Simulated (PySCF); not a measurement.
H3O4P, charge +1, doublet, geometry from GFN2-xTB (a state made from the parent by changing its charge; the spin is typed, not shown lowest). Base run: M062X/6-31G (PySCF).

Here is a job for PySCF.
```python
from pyscf import gto, scf, dft, solvent

mol = gto.Mole()
mol.atom = '''
    O     0.560092   -0.027472    1.431516
    P     0.036919   -0.004778   -0.027295
    O     1.183338   -0.001208   -1.028308
    O    -0.883078   -1.236457   -0.228002
    O    -0.824006    1.274914   -0.217024
    H     1.072586    0.706419    1.788332
    H    -0.575680   -2.126951   -0.025647
    H    -1.341446    1.413981   -1.018716
'''
mol.basis = '6-31g'
mol.charge = 1
mol.spin = 1
mol.verbose = 4
mol.build()

mf = dft.UKS(mol)
mf.xc = 'm062x'
mf.kernel()
```

Variants of this job, named by their change:

```tsv
change	ΔE vs base (kJ/mol)
base	0.00
model = SS(V)PE; solvent = n-hexane	-144.8
model = IEF-PCM; solvent = n-hexane; r_probe = 0.5	-107.8
model = IEF-PCM; solvent = n-hexane; lebedev_order = 41	-147.7
model = COSMO; solvent = n-hexane	-123.6
model = IEF-PCM; solvent = n-hexane; vdw_scale = 1.4	-121.8
model = C-PCM; solvent = n-hexane	-156.6
model = ddCOSMO; solvent = n-hexane	-135.8
model = IEF-PCM; solvent = n-hexane; lebedev_order = 11	-146.6
model = IEF-PCM; solvent = n-hexane; vdw_scale = 1.1	-168.3
model = IEF-PCM; solvent = n-hexane	-147.9
model = IEF-PCM; solvent = dimethylsulfoxide	-328.1
```

The base is the gas phase, so ΔE is the electrostatic part of solvation at a fixed geometry, without cavity and dispersion terms.

Open shells are given as the SCF converged; they aren't shown to be the lowest states, and a large step between rows can be another state.
